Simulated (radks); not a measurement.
Values are calculated unless marked as measured or tabulated.
Q: All-electron atom: Cu+ in [Ar] 3d9 4s1 (not the ground configuration). Level of theory: Dirac Kohn-Sham, BLYP, spin-unpolarised, spherical densities, point nucleus; open shells fill j = l - 1/2 first (a radial shooting solver on a logarithmic mesh with Libxc functionals).

Spin-orbit splittings of the eigenvalues, e(l+1/2) - e(l-1/2), with zeta = 2 splitting/(2l+1) and mean radii in bohr:

shell  occ.  splitting (eV)  zeta (eV)  <r> j=l-1/2  <r> j=l+1/2
2p        6           20.51      13.67       0.2041       0.2075
3p        6               ?          ?       0.7377       0.7482
3d        9          0.2967     0.1187       0.9390       0.9463

Estimate the 3p splitting.

A: 2.616 eV (zeta = 1.744 eV).
